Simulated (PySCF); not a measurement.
MoH4: from structure and modes to constants

Computed with PySCF, UPBE0, basis Mo def2-TZVP with ECP28, H def2-TZVP (scalar-relativistic core potentials, no spin–orbit coupling, density fitting).

The triplet minimum has Td symmetry. Masses (u): Mo 97.90541, H 1.00782.

```xyz
5
charge 0 multiplicity 3, angstrom
Mo    0.0000    0.0000    0.0000
H    -0.9733   -0.9733    0.9733
H    -0.9733    0.9733   -0.9733
H     0.9733    0.9733    0.9733
H     0.9733   -0.9733   -0.9733
```

Harmonic wavenumbers (cm⁻¹): 550.1 (t2, ×3), 721.0 (e, ×2), 1920.9 (t2, ×3), 1963.5 (a1, ×1).

Problem. Find the principal moments of inertia and the rotational constants. What kind of rotor is it?

Solution. About the centre of mass I = 7.6383, 7.6383, 7.6383 u Å². With B = 16.8576/I this gives 2.207, 2.207, 2.207 cm⁻¹. The molecule is a spherical top.

Problem. What is the harmonic zero-point energy?

Solution. Half the sum of all 9 wavenumbers, 10819/2 = 5409 cm⁻¹, which is 64.7 kJ/mol (1 cm⁻¹ = 0.0119627 kJ/mol).

Problem. Find the vibrational entropy and heat capacity at 298.15 K.

Solution. With u = 1.43878 ω/T, each mode gives S = R[u/(eᵘ−1) − ln(1−e⁻ᵘ)] and C = R u² eᵘ/(eᵘ−1)².
```tsv
ω (cm⁻¹)	u	S (J/(mol K))	C (J/(mol K))
550.1 (×3)	2.655	2.28	4.77
721.0 (×2)	3.479	1.18	3.30
1920.9 (×3)	9.270	0.01	0.07
1963.5	9.475	0.01	0.06
```
The sums over all modes are S = 9.2 and C = 21.2 J/(mol K); the softest mode gives 25 % of the entropy (each member, where degenerate).

Problem. Give the standard entropy (298.15 K, 1 bar) by its translational, rotational, vibrational and spin parts, and Cp.

Solution. Sackur–Tetrode with M = 101.94 u gives 166.5; rotation with symmetry number 12 gives 53.2; vibration 9.2; spin R ln 3 = 9.1. The total is 238.1 J/(mol K), and Cp = 4 R + 21.2 = 54.4 J/(mol K).

Other isomers or separated fragments may lie lower. With open d or f shells other occupations or spin states may lie lower.
